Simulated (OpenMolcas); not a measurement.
Re²⁺: effect of the basis set

| Property | Result |
| --- | --- |
| Program | OpenMolcas 26.06 |
| Method | SS-CASPT2, IPEA 0.25 Eh, imaginary shift 0.1 Eh (closed shells correlated: 5s 5p) |
| Active space | 5 electrons in 5 orbitals (5d) |
| State averaging | 2S+1 = 6 even, 1 root; 2S+1 = 4 even, 24 roots; 2S+1 = 2 even, 75 roots |
| Spin-orbit coupling | state interaction with AMFI integrals over the reference wave functions, term energies averaged over their components |

A. ANO-R1 [7s5p4d2f], X2C, finite nucleus; CASPT2 step roughly 13 core-seconds
B. ANO-RCC-VDZP [7s6p4d2f1g], DKH2, point nucleus; CASPT2 step of the order of 15 core-seconds
C. ANO-R2 [8s6p5d3f1g], X2C, finite nucleus; CASPT2 step roughly 20 core-seconds
D. ANO-RCC-VTZP [8s7p5d3f2g1h], DKH2, point nucleus; CASPT2 step roughly 30 core-seconds
E. ANO-R3 [10s7p6d4f2g1h], X2C, finite nucleus; CASPT2 step about 50 core-seconds
F. ANO-RCC-VQZP [9s8p6d4f3g2h], DKH2, point nucleus; CASPT2 step roughly 90 core-seconds

Energies in cm-1 above 5d5 6S 5/2, the measured ground level; measured values from the list in Brasseur, Gamrath and Quinet, At. Data Nucl. Data Tables 157, 101636 (2024).

```csv
Level,A,B,C,D,E,F,Measured
5d5 6S 5/2,0.0,0.0,0.0,0.0,0.0,0.0,0.0
5d5 4G 7/2 [70 %],19890,20090,18870,19160,18180,18370,16890
5d5 4G 11/2,20790,21040,19730,20000,19040,19240,18020
5d5 4G 9/2,21300,21560,20200,20470,19540,19750,18346
5d5 4P 1/2 [59 %],21920,22210,21230,21530,20650,20870,
5d5 4D 7/2 [73 %],24500,24750,23200,23520,22590,22790,20453
5d5 4D 1/2 [62 %],27030,27370,25910,26200,25350,25590,
5d5 2I 11/2,30050,30450,28730,29020,27710,28010,26170
5d5 2I 13/2,32480,32950,31040,31310,30010,30340,28588
5d5 2H 9/2 [51 %],37050,37470,35710,36070,34790,35110,
5d5 2F 5/2(2) [56 %],39550,39890,37840,38330,36960,37350,
5d5 2H 11/2 [74 %],42570,43220,41260,41530,40310,40680,
5d5 2S 1/2,43650,43860,41600,42190,40670,41050,
5d5 2D 3/2(2),48670,49040,46710,47310,45710,46110,
5d5 2D 5/2(2) [71 %],51430,51890,49400,49960,48460,48900,
5d5 2G 9/2(2),55270,55570,52610,53300,51450,51850,
5d5 2G 7/2(2),56410,56760,53770,54430,52640,53060,
5d5 2P 3/2,63290,63440,59960,60930,58680,59130,
5d5 2P 1/2,65720,65940,62330,63260,61120,61590,
5d5 2D 5/2(3),70940,71350,67840,68770,66500,67040,
5d5 2D 3/2(3),72600,73030,69410,70330,68100,68650,
```

Deviations, from unrounded energies. A percentage is the sum of absolute deviations over the sum of measured energies, with the sign that they share, or ± where signs differ.

| Against measurement | Levels | A | B | C | D | E | F |
| --- | --- | --- | --- | --- | --- | --- | --- |
| mean absolute deviation (cm-1) | 6 | 3400 | 3700 | 2200 | 2500 | 1400 | 1700 |
| other terms of the ground configuration (%) | 6 | +16.0 | +17.4 | +10.4 | +11.7 | +6.7 | +7.8 |

E lies closest to measurement on these levels and B furthest from it. The largest miss of E in the table is 5d5 4D 7/2 [73 %], by +2100 cm-1. The ranking rests on the paired levels alone, and a cruder setting can come out closer through cancelling errors.

Among A to F the level of the table that moves most is 5d5 2D 3/2(3), by 4900 cm-1 (lowest in E, highest in B). Moves below CASPT2's spread within the term are not significant.

CASPT2 breaks the degeneracy within a term, and the mean is taken; among the terms shown or strongly mixed into the levels shown the widest spread is 660 cm-1 (5d5 2F(2), E). Configurations with an s electron lie low in 5d ions of this charge, fall among these levels and mix in, so low-spin terms can stand far too high, up to twice their true height, and weights are not those of the real levels. Some terms miss by over 15 % even with CASPT2, which points to a basis or an active space too small for the shells correlated (holds for A; B). Some levels mix across a computed gap that differs much from the measured one, so their mixing is not that of the real levels (holds for B). Measured partners are found by configuration, term and J. A level has none where our copy of the source lacks it or the pairing is in doubt (some pairs that miss far off the trend of their configuration count as doubtful), and it then counts in no deviation. Levels of configurations outside the active space are missing. The table leaves out levels that lie high or whose names do not pair safely across all columns.

A share in square brackets marks a mixed level and gives the weight of the term that names it, the lowest over the columns. A number in round brackets counts repeated terms of one configuration in the order of the reference energies.
